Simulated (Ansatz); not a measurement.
```yaml
atoms:
  - { symbol: Si, position_ang: [0.0000, 0.0000, -0.1449] }
  - { symbol: H, position_ang: [0.0000, 1.1839, 1.0142] }
  - { symbol: H, position_ang: [0.0000, -1.1839, 1.0142] }
```

Basis set: cc-pVDZ (spherical functions). Frozen core: 5 orbitals. Charge 0, multiplicity 1.

Computed with Ansatz (development build ahead of 0.2.0); each method stands on the lowest determinant of its kind that the runs found. Restricted open shells among the atoms or ions are ROHF, correlated in semicanonical orbitals with singles.

The atomization energy at this shape (free ground-state atoms in the same class of orbitals less the molecule, no zero-point energy) of singlet SiH2:

| method | atomization energy |
| --- | --- |
| RHF | 103.16 kcal/mol |

Q: What does RHF-MP2 give?

A: 128.68 kcal/mol. Caution: the shape is not the minimum.
